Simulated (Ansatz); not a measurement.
A series at Al: from `[OH][Al]([OH])[OH]`, ligands are replaced one by one, each step taking up H–F and setting free H₂O; n counts the steps. Ansatz, PBE0-D4/def2-TZVP geometries. Each molecule was computed in one conformer, which needn't be the lowest.

```
n              molecule  HOMO energy, ωB97M-V/def2-TZVPP (eV)
0  `[OH][Al]([OH])[OH]`                                -11.53
1   `[OH][Al]([OH])[F]`                                -11.83
2    `[OH][Al]([F])[F]`                                     ?
3     `[F][Al]([F])[F]`                                -14.26
```

Task: By hand: fit a straight line y = ȳ + b (n − n̄) to the 3 given rows and predict n = 2.

Result: n̄ = 1.333, ȳ = -12.540; Σ(n − n̄)(y − ȳ) = -4.450, Σ(n − n̄)² = 4.667, so b = -0.954 eV a step. Prediction: -12.540 + (-0.954) × (0.667) = -13.18 eV.

Task: By hand: compare with the computed value, -12.45 eV, and give the steps along the whole series.

Result: The line misses by 0.73 eV (computed minus predicted). Steps: -0.30, -0.62, -1.81 eV.

One step carries most of the change, so a line is a poor guide. The highest orbital can change its character along such a series. The miss is 26.7 % of the series' range.
